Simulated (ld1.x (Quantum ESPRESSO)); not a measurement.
# Reading a pseudo-wave (Pt)

Columns: radius, all-electron u(r) and pseudo u(r) of the 6s shell (level -5.26 eV) of platinum in the configuration [Kr] 4d10 4f14 5s2 5p6 5d9.5 6s0.5 6p0; PBE, scalar-relativistic, TM scheme, ld1.x (Quantum ESPRESSO) 7.5.

```tsv
r (bohr)	all-electron	pseudo
0.132	0.1301	-0.0153
0.265	-0.1346	-0.0316
0.398	-0.1320	-0.0497
0.530	0.0989	-0.0705
0.663	0.2637	-0.0954
0.795	0.2923	-0.1250
0.928	0.2183	-0.1611
1.060	0.0913	-0.2039
1.193	-0.0536	-0.2543
1.325	-0.1918	-0.3109
1.458	-0.3140	-0.3727
1.590	-0.4145	-0.4356
1.723	-0.4944	-0.4962
1.855	-0.5540	-0.5493
1.988	-0.5967	-0.5921
2.120	-0.6245	-0.6219
2.252	-0.6402	-0.6393
2.385	-0.6460	-0.6458
2.518	-0.6436	-0.6436
2.650	-0.6350	-0.6350
2.782	-0.6214	-0.6214
2.915	-0.6040	-0.6040
3.048	-0.5837	-0.5837
3.180	-0.5615	-0.5615
3.312	-0.5381	-0.5381
3.445	-0.5137	-0.5137
```

(1) How many radial nodes do the two functions have?

(2) At about which radius was the pseudo-wave matched?

(3) Where does each function peak?

(4) Is the pseudo-wave norm-conserving?

## Answers

(1) The all-electron 6s function has n − l − 1 = 5 (the table is too coarse to show those close to the nucleus); the pseudo-wave has 0, since the states of the same l below it are removed with the core.

(2) 2.65 bohr. The columns agree to 0.0005 from 2.38 bohr on; several derivatives are matched, so the curves merge somewhat inside the radius.

(3) Outermost all-electron maximum near 2.38 bohr, pseudo maximum near 2.38 bohr (to the table’s step).

(4) Yes: the TM scheme keeps the norm inside the radius equal to the all-electron one, which fixes the energy derivative of the logarithmic derivative at the level.
